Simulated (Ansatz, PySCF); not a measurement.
Species: hydrogen selenide, H2Se, net charge 0, singlet state. 
Coordinates optimised at B3LYP-D3(BJ)/def2-TZVP (Ansatz, a quantum-chemistry and plane-wave program):
```xyz
3

Se    -0.0012     0.0571     0.0009
H     -1.0300    -0.9935    -0.0128
H      1.0722    -0.9476    -0.0191
```
Charge 0, spin multiplicity 1.

Total electronic energies in hartree. Correlated levels leave the core frozen unless marked. No spin-orbit coupling. The frozen core is the preceding noble-gas configuration, with the filled d and f shells of earlier blocks. Non-relativistic. FCI takes restricted orbitals. CBS marks a two-point X^-3 extrapolation of the correlation energy; Hartree-Fock from the larger set (for Q and 5 zeta extrapolated as (X+1)exp(-9√X)).

| level | program | energy (Eh) |
|---|---|---|
| HF/CBS(cc-pVQZ,cc-pV5Z) | Ansatz | -2401.0527 |
| RI-HF/cc-pVTZ | Ansatz | -2401.04840 |
| revPBE-D4/def2-TZVPD | Ansatz + dftd4 | -2402.55537 |
| TPSS-D3(BJ)/def2-TZVPD | PySCF + dftd3 | -2402.68444 |
| PBE0-D4/def2-TZVP | Ansatz + dftd4 | -2402.46247 |
| HSE06/def2-TZVPD | Ansatz | -2402.46550 |
| LC-wPBE-D3(BJ)/def2-TZVPD | Ansatz + dftd3 | -2402.42507 |
| LC-wPBE-D4/def2-TZVPD | Ansatz + dftd4 | -2402.42501 |
| LC-wPBE/def2-TZVPD | Ansatz | -2402.42427 |
| B2GP-PLYP/def2-TZVPD | Ansatz | -2402.18160 |
| MP2/def2-SVP | Ansatz | -2400.83607 |
| SCS-MP2/cc-pVTZ | Ansatz | -2401.22188 |
| SCS-MP2/def2-QZVPP | Ansatz | -2401.24250 |
| SCS-MP2/cc-pV5Z | Ansatz | -2401.24984 |
| CCSD/def2-SVP | Ansatz | -2400.85794 |
| CCSD/def2-TZVPP | Ansatz | -2401.19637 |
| CCSD(T)/6-31G* | Ansatz | -2400.83015 |
| CCSD(T)/aug-cc-pVDZ | Ansatz | -2401.13748 |
| CCSD(T)/cc-pVTZ | Ansatz | -2401.24642 |
| CCSD(T)/def2-TZVPP | Ansatz | -2401.20308 |
| CCSDT/cc-pVDZ | Ansatz | -2401.12406 |
| FCI/STO-3G | Ansatz | -2374.73177 |
| CCSD(T)/CBS(cc-pVQZ,cc-pV5Z) | Ansatz | -2401.2741 |

Totals of different functionals don't rank their quality; only differences between species are comparable.
